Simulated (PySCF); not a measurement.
Excitations are Tamm–Dancoff values on a coarser integration grid. The basis has no diffuse functions, so Rydberg states are missing or too high.

Cartesian coordinates (Å):
SMILES: C=C/C=C/F
```xyz
10

C     -1.8580    -0.0091    -0.0913
C     -0.5827     0.3712    -0.2236
C      0.5490    -0.3831     0.2737
C      1.8037     0.0340     0.1168
F      2.8508    -0.6747     0.5806
H     -2.1253    -0.9320     0.4120
H     -2.6694     0.5911    -0.4825
H     -0.3577     1.3038    -0.7355
H      0.3680    -1.3201     0.7910
H      2.1157     0.9462    -0.3779
```
Charge 0, multiplicity 1.

Task: Give the S1 excitation (TDA), S1 oscillator strength, S1–T1 gap (TDA), dipole moment and brightest of the four lowest singlets (TDA) at the level TPSSh-D3(BJ)/def2-TZVP run with PySCF.

Result: 
The S1 excitation (TDA) is 6.34 eV and the S1 oscillator strength is 0.992. The S1–T1 gap (TDA) comes out as 3.17 eV. The dipole moment is 1.17 D and the brightest of the four lowest singlets (TDA) is 6.34 eV.
